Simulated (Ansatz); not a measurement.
CH6FGeNSi (`N[Si@H]1[GeH2][C@@H]1F`), relaxed with RKS PBE0-D4/def2-TZVP in Ansatz from a PBE-D4/def2-SVP geometry. The force threshold is 0.005 eV/Å; the program also tests the step.

Charge 0, multiplicity 1.

Start:

```xyz
11

N     0.736    1.862   -1.013
Si   -0.078    0.776    0.071
Ge   -1.186   -1.322    0.031
C     0.688   -0.821    0.716
F     1.192   -1.005    1.986
H     0.271    2.740   -1.261
H     1.236    1.483   -1.822
H    -0.766    1.588    1.126
H    -1.169   -2.560   -0.905
H    -2.284   -1.458    1.119
H     1.359   -1.284   -0.048
```

Q: How much energy does the relaxation release, and in how many steps? (Best estimate.)

A: Computed: 0.05 eV, in 11 steps, 1 of them rejected.

Q: Which bonds change most? (Estimate.)

A: Computed: Si2–Ge3 from 2.374 to 2.340 Å; N1–Si2 from 1.737 to 1.705 Å; Si2–C4 from 1.885 to 1.862 Å; Ge3–C4 from 2.058 to 2.036 Å.

Q: Give the relaxed structure. (Estimate.)

A: The calculation gave: 
```xyz
11

N     0.686    1.804   -1.044
Si   -0.083    0.761    0.064
Ge   -1.166   -1.313    0.039
C     0.683   -0.804    0.722
F     1.186   -0.984    1.989
H     0.348    2.744   -1.172
H     1.153    1.459   -1.865
H    -0.744    1.580    1.107
H    -1.135   -2.514   -0.917
H    -2.276   -1.460    1.090
H     1.349   -1.273   -0.013
```
